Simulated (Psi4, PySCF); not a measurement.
Interaction energy of CH4 ··· H4N+ (SMILES C and [NH4+]) (charge +1). Monomers: optimised at B3LYP-D3(BJ) (def2-TZVP), held rigid. Orientation: lowest of the rigid-body minima from ten starts at GFN2-xTB. The monomers approach along the line of their centres of mass (distance R); nothing else relaxes.

Geometry at R = 3.14 Å (first 5 atoms: monomer A):
```
10

C      0.0000     0.0000     0.0000
H     -0.4577    -0.1384     0.9786
H      0.4020     1.0096    -0.0732
H     -0.7496    -0.1495    -0.7759
H      0.8054    -0.7217    -0.1295
N     -1.1620    -2.9131     0.2036
H     -0.7842    -1.9626     0.1363
H     -0.7060    -3.4081     0.9768
H     -0.9862    -3.4137    -0.6735
H     -2.1717    -2.8682     0.3749
```

Methods: RHF/STO-3G = restricted Hartree-Fock/STO-3G, no counterpoise correction run with PySCF 2.14.0; RMP2/6-31G* = restricted MP2 (frozen core)/6-31G*, spherical d, no counterpoise correction run with PySCF; revPBE-D3(BJ)/def2-TZVP, counterpoise-corrected (Psi4); revPBE/def2-TZVP, counterpoise-corrected (Psi4); PBE-D3(BJ)/def2-TZVP, counterpoise-corrected (Psi4).

Interaction energies in kJ/mol (negative: bound); R is the distance of the centres of mass, d the H4···H7 distance.

```csv
R / Å,d / Å,RHF/STO-3G,RMP2/6-31G*,revPBE-D3(BJ)/def2-TZVP,revPBE/def2-TZVP,PBE-D3(BJ)/def2-TZVP
2.53,1.53,92.14,76.14,42.21,56.23,37.10
2.73,1.69,34.54,23.77,0.62,12.92,-3.22
2.98,1.89,4.89,-4.24,-18.42,-8.27,-20.94
3.14,2.03,-2.27,-11.07,-21.60,-12.77,-23.42
3.31,2.18,-5.21,-13.61,-21.53,-13.99,-22.71
3.50,2.35,-5.79,-13.52,-19.56,-13.33,-20.19
3.87,2.69,-4.44,-10.37,-14.41,-10.30,-14.42
4.14,2.94,-3.31,-7.93,-11.07,-8.16,-10.91
4.64,3.41,-1.96,-4.64,-6.63,-5.18,-6.45
5.34,4.08,-1.09,-2.26,-3.34,-2.78,-3.25
6.33,5.05,-0.55,-1.04,-1.47,-1.30,-1.46
7.66,6.36,-0.26,-0.48,-0.64,-0.59,-0.64
```

Lowest grid point: RHF/STO-3G -5.79 kJ/mol at R = 3.50 Å; RMP2/6-31G* -13.61 kJ/mol at R = 3.31 Å; revPBE-D3(BJ)/def2-TZVP -21.60 kJ/mol at R = 3.14 Å; revPBE/def2-TZVP -13.99 kJ/mol at R = 3.31 Å; PBE-D3(BJ)/def2-TZVP -23.42 kJ/mol at R = 3.14 Å.
